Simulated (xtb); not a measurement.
A run for xtb: GFN-FF on C4H6 (a complex).

```
$ xtb mol.xyz --gfnff --sp --chrg 0 --uhf 0
10

C     -0.38780770    -0.56419932    -0.41899659
C      0.34346237     0.54122439    -0.43295338
H      0.06642078    -1.54771501    -0.42256377
H     -1.47053193    -0.53076805    -0.40563144
H     -0.11074857     1.52474235    -0.43176067
H      1.42618238     0.50773441    -0.44873624
C      0.02561728     0.01260885     3.34210437
C      0.04093513     0.02087484     4.53947933
H      0.01305000     0.00393898     2.27684715
H      0.05352160     0.02957627     5.60192430
```

### Question
Give the final energy of this run.

### Answer
-1.8376 hartree.
